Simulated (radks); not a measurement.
The numbers below are computed, except where a source is named.
Question: The mean radii <r> (bohr) of the occupied orbitals of an atom or ion are listed with their occupations. Level of theory: scalar-relativistic Kohn-Sham, LDA (Slater exchange, VWN5 correlation), spin-unpolarised, spherical densities, finite nucleus; Fermi nuclear charge, rms radius of each element as measured or else 0.836 A^(1/3) + 0.57 fm (a radial shooting solver on a logarithmic mesh with Libxc functionals).

| orbital | occ. | <r> |
|---|---|---|
| 1s | 2 | 0.02314 |
| 2s | 2 | 0.09562 |
| 2p | 3 | 0.08338 |

Name the element and its charge.

Answer: Z = 61, promethium, charge +54: Pm54+ in [He] 2s2 2p3. The 1s radius gives Z: for a bare nucleus <r> = (2 gamma + 1)/(2Z) with gamma = sqrt(1 - (Z/c)^2), 0.02288 bohr for Z = 61, and screening makes it slightly larger (0.02314 here). The occupations add up to 7, and the charge is Z minus that.
